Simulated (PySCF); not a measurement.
C₅H₆N₄.
Numbering: `[CH3:1][c:2]1[n:3][n:4][c:5]([C:6]#[N:7])[n:8]1[CH3:9]`

Geometry (GFN2-xTB, Å), atoms numbered from 1 in this order:
```xyz
15
C5H6N4 angstrom
C     -2.1158   -0.5370   -0.1148
C     -0.6696   -0.8333   -0.1963
N     -0.1459   -1.9991   -0.4822
N      1.1760   -1.8926   -0.4659
C      1.4754   -0.6497   -0.1671
C      2.7576   -0.0956   -0.0419
N      3.7899    0.3911    0.0676
N      0.3224    0.0764    0.0181
C      0.2281    1.4695    0.3479
H     -2.6639   -1.4494   -0.3282
H     -2.3937    0.2257   -0.8417
H     -2.3826   -0.1862    0.8819
H      0.8590    1.6897    1.2107
H     -0.8052    1.7172    0.5824
H      0.5640    2.0813   -0.4925
```

NICS = −σ at a ghost point: NICS(0) at the centroid of the ring atoms, NICS(1) 1 Å to either side along the normal of their mean plane, zz for the tensor component along that normal. Level: GIAO PBE0/pcSseg-1 (PySCF, non-relativistic, gas phase) on the GFN2-xTB geometry, one conformer.

Ring bond lengths (Å), with Mayer bond orders in brackets: C2–N3 1.310 (1.55), N3–N4 1.326 (1.27), N4–C5 1.313 (1.54), C5–N8 1.375 (1.06), N8–C2 1.363 (1.14).

What do the NICS probes read (ppm)?

```json
{"ring": "C2–N3–N4–C5–N8", "type": "5-membered ring with 3 N; formal bonds all aromatic", "NICS(0)": "-11.7", "NICS(1), two faces": "-11.6 / -11.6", "NICS(1)zz, two faces": "-28.9 / -28.9", "rms pucker (Å)": "0.00", "centre to ring atoms, mean (Å)": "1.14"}
```

What do they say, and how far can they be read as aromaticity?

- C2–N3–N4–C5–N8: mean NICS(1)zz -28.9 ppm, shielded. The ring is flat and has no four-coordinate atom; by the NICS criterion it is aromatic.

What does the geometric index give? HOMA = 1 − mean of α(R − Ropt)² over the ring bonds, with Krygowski's 1993 parameters (CN: Ropt 1.334 Å, α 93.52 Å⁻²; NN: Ropt 1.309 Å, α 130.33 Å⁻²).

- C2–N3–N4–C5–N8: HOMA 0.93; the largest term is that of C5–N8, α(R − Ropt)² = 0.16. The geometric and the magnetic index point the same way.

What field does 7.05 T along the ring normal induce along that normal at the second NICS(1) probe listed for ring C2–N3–N4–C5–N8, 1 Å off the ring?

NICSzz × B0 = -28.9 ppm × 7.05 T = -204 μT, against the applied field.
